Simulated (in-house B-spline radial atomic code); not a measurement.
# Ti²⁺: [Ar] 3d(0 up, 2 down)

Computed with a radial B-spline atomic code at the basis-set limit: non-relativistic PW91, spin-polarised, spherical fractional occupations, point nucleus.

Effective charges: Z_r = [3n² - l(l+1)]/(2<r>) from the radius, Z_e = n√(-2ε) from the energy, and Slater's rules. Values are occupation-weighted means over spin.

| shell | electrons | ε (eV) | <r> (bohr) | Z_r | Z_e | Slater |
| --- | --- | --- | --- | --- | --- | --- |
| 1s | 2 | -4854 | 0.07017 | 21.38 | 18.89 | 21.70 |
| 2s | 2 | -546.73 | 0.3276 | 18.31 | 12.68 | 17.85 |
| 2p | 6 | -459.44 | 0.2908 | 17.19 | 11.62 | 17.85 |
| 3s | 2 | -77.526 | 1.014 | 13.32 | 7.16 | 10.75 |
| 3p | 6 | -54.531 | 1.085 | 11.52 | 6.01 | 10.75 |
| 3d | 2 | -20.612 | 1.412 | 7.43 | 3.69 | 3.65 |

The least bound orbital is 3d down at -20.61 eV, and it is also the most diffuse (<r> = 1.412 bohr).
